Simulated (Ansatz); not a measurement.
Molecule: methylaminoboronic acid, CH6BNO2, charge 0, multiplicity 1. SMILES: CNB(O)O
Geometry from a B3LYP-D3(BJ)/def2-TZVP (Ansatz, a program for electronic structure) optimisation:
```xyz
11

C      1.8389     0.7209     0.1206
N      0.7835    -0.2076     0.4795
B     -0.5420    -0.2111    -0.0376
O     -1.4826    -1.1421     0.3431
O     -0.9883     0.7192    -0.9466
H      2.5563     0.8204     0.9364
H      2.3904     0.4209    -0.7780
H      1.4271     1.7180    -0.0527
H      1.0872    -0.9676     1.0641
H     -1.1868    -1.7562     1.0181
H     -0.3154     1.3310    -1.2519
```
Charge 0, spin multiplicity 1.

Wanted: vertical ionisation energy (to the doublet state of charge +1; each state is the SCF solution reached for its spin), in eV. Valence correlation only, unless marked. Open shells are spin-unrestricted. No spin-orbit coupling. Non-relativistic. Basis-set limits of correlation are two-point, X^-3; Hartree-Fock from the larger set. [CCSD(T)-MP2]/basis is that difference in the basis named.

```json
[
 {"level": "SVWN5/def2-TZVPD", "program": "Ansatz", "vertical ionisation energy (eV)": "___"},
 {"level": "PBE/def2-TZVPD", "program": "Ansatz", "vertical ionisation energy (eV)": "9.19"},
 {"level": "r2SCAN/def2-TZVPD", "program": "Ansatz", "vertical ionisation energy (eV)": "9.22"},
 {"level": "B3LYP/def2-TZVPD", "program": "Ansatz", "vertical ionisation energy (eV)": "___"},
 {"level": "BHLYP/def2-TZVPD", "program": "Ansatz", "vertical ionisation energy (eV)": "9.45"},
 {"level": "CAM-B3LYP/def2-TZVPD", "program": "Ansatz", "vertical ionisation energy (eV)": "9.59"},
 {"level": "wB97X-V/def2-TZVPD", "program": "Ansatz", "vertical ionisation energy (eV)": "9.59"},
 {"level": "B2PLYP/def2-TZVPD", "program": "Ansatz", "vertical ionisation energy (eV)": "___"},
 {"level": "SCS-MP2/aug-cc-pVTZ", "program": "Ansatz", "vertical ionisation energy (eV)": "9.83"},
 {"level": "RI-MP2/CBS(aug-cc-pVTZ,aug-cc-pVQZ)+[CCSD(T)-MP2]/aug-cc-pVTZ", "program": "Ansatz", "vertical ionisation energy (eV)": "___"}
]
```

Task: Complete the blanks.

Result: 
- SVWN5/def2-TZVPD, vertical ionisation energy (eV): 9.42
- B3LYP/def2-TZVPD, vertical ionisation energy (eV): 9.46
- B2PLYP/def2-TZVPD, vertical ionisation energy (eV): 9.52
- RI-MP2/CBS(aug-cc-pVTZ,aug-cc-pVQZ)+[CCSD(T)-MP2]/aug-cc-pVTZ, vertical ionisation energy (eV): 9.76
